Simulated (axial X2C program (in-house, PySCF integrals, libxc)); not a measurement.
**EuCl: the levels of the configuration f7 s1**

Calculated with an axial X2C code built on PySCF integrals: two-component X2C with atomic mean-field Coulomb and Gaunt terms, basis Eu dyall-v3z, Cl dyall-av3z (cores contracted in-house). Orbitals come from Hartree–Fock averaged over the configuration Eu f7 s1; CI then distributes these electrons over the f, s shells of Eu.

R = 2.654 Å (near the minimum of the configuration average).

Lowest levels of this model:

```csv
Ω,energy (cm⁻¹),g∥,μ (D),configuration
0,0,0.00,-4.66,100% f7 s1
1,0,4.00,-4.66,100% f7 s1
2,0,7.99,-4.66,100% f7 s1
3,0,11.99,-4.66,100% f7 s1
4,1,15.99,-4.66,100% f7 s1
3,1851,11.98,-4.66,100% f7 s1
2,1853,7.99,-4.66,100% f7 s1
1,1854,3.99,-4.66,100% f7 s1
0,1854,0.00,-4.66,100% f7 s1
```

g∥ is the magnitude of 2⟨Lz + ge Sz⟩ for the +Ω component. μ is positive if the Cl end is positive.

This point took 2.6 s on 1 thread of Arm Neoverse V2 (shared host).

Dynamic correlation is missing, so gaps between terms are too wide and other configurations may lie lower; the lowest level listed is that of this model, not necessarily the ground state. At most 4 roots were kept for each Ω > 0 (twice that for Ω = 0) within 2.2 eV of the lowest, so higher up levels can be missing between those listed; levels with Ω > 0 are doubly degenerate and listed once, Ω = 0 levels singly.
